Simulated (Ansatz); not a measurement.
`B[CH2][AlH][CH3]` and `[CH3][AlH][CH2][SiH2]F` differ in one atom or group.

Ansatz, PBE0-D4/def2-TZVP geometries, multiplicity 1. Each molecule was computed in one conformer, which needn't be the lowest.

| property | `B[CH2][AlH][CH3]` |
| --- | --- |
| LUMO energy (ωB97M-V/def2-TZVPP) / eV | 0.02 |
| HOMO–LUMO gap (ωB97M-V/def2-TZVPP) / eV | 10.22 |
| HOMO energy (PBE/def2-TZVPP) / eV | -6.86 |
| LUMO energy (B3LYP/def2-TZVPP) / eV | -1.90 |
| HOMO energy (PBE0/def2-TZVPP) / eV | -8.02 |
| LUMO energy (PBE0/def2-TZVPP) / eV | -1.70 |

Q: Give the same properties after the change, and the shifts. (An estimate is asked.)

A: Ansatz gave: 
```tsv
property	`[CH3][AlH][CH2][SiH2]F`	shift
LUMO energy (ωB97M-V/def2-TZVPP) / eV	0.28	0.26
HOMO–LUMO gap (ωB97M-V/def2-TZVPP) / eV	10.66	0.44
HOMO energy (PBE/def2-TZVPP) / eV	-6.87	-0.01
LUMO energy (B3LYP/def2-TZVPP) / eV	-1.51	0.39
HOMO energy (PBE0/def2-TZVPP) / eV	-8.15	-0.13
LUMO energy (PBE0/def2-TZVPP) / eV	-1.30	0.40
```

With PBE0 the HOMO falls by 0.13 eV and the LUMO rises by 0.40 eV, so the gap widens by about 0.53 eV. PBE moves the HOMO by -0.01 eV and ωB97M-V by -0.16 eV.

B3LYP here is the variant with VWN-RPA as its local correlation; programs differ in this.
